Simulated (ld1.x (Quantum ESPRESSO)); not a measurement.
**Transferability test, TM potential for Er**

ld1.x (Quantum ESPRESSO) 7.5 input, shortened:

```
&input
   title='Er', zed=68., rel=2, dft='PBESOL', iswitch=3,
   config='[Xe] 4f12 5d0 6s1 6p0', rel_dist='average'
 /
 &inputp
   pseudotype=2, tm=.true., lloc=1,
   nlcc=.true., rcore=1.05
 /
4
6S  1  0   1.00   0.00  3.15  3.15  0.0
5D  3  2   0.00   0.00  1.95  1.95  0.0
4F  4  3  12.00   0.00  1.30  1.30  0.0
5P  2  1   6.00   0.00  1.45  1.45  0.0
 &test
   configts(1)='4f12 5p6 5d0 6s1 6p0'
 /
```

Open shells are filled in proportion to 2j + 1 (rel_dist='average').

Energies are relative to the spin-unpolarised reference configuration 4f12 5p6 5d0 6s1 6p0; without spin polarisation the order of configurations can differ from experiment. Not all tests gave a result: 3 of 7 tests not solved or not reliable. Left out of the table: 4f12 5p6 5d0 6s2 6p0 (solver errors, printed error -3897 eV); 4f12 5p6 5d1 6s1 6p0 (solver errors, printed error +1.5 eV); 4f12 5p6 5d0 6s1 6p1 (solver errors, printed error -3896 eV). The p channel is local and has no spin–orbit splitting in the pseudo-atom.

Question: Give the all-electron excitation energy and the error of the potential for: 4f12 5p6 5d0 6s0 6p0; 4f11 5p6 5d0 6s0 6p0; 4f10 5p6 5d0 6s0 6p0; 4f12 5p6 5d0 6s0 6p1.

Answer:

| valence configuration | charge | ΔE all-electron (eV) | error AE − PS (meV) |
| --- | --- | --- | --- |
| 4f12 5p6 5d0 6s0 6p0 | +2 | 11.841 | -6.7 |
| 4f11 5p6 5d0 6s0 6p0 | +3 | 38.007 | -80 |
| 4f10 5p6 5d0 6s0 6p0 | +4 | 83.598 | -742 |
| 4f12 5p6 5d0 6s0 6p1 | +1 | 3.586 | -2.2 |

These tests converged, but a pseudo level misses the all-electron one widely, so the file describes the atom poorly there or has found another state: 4f12 5p6 5d0 6s0 6p0: 5p by 3.8 eV; 4f12 5p6 5d0 6s0 6p1: 5p by 3.8 eV.

A Bessel basis up to 400 Ry misses an occupied level by 0.69 Ry, so cutoffs and ghosts were not judged. The potential misses its own reference levels by up to 3.7 eV, so it is not fit for use.
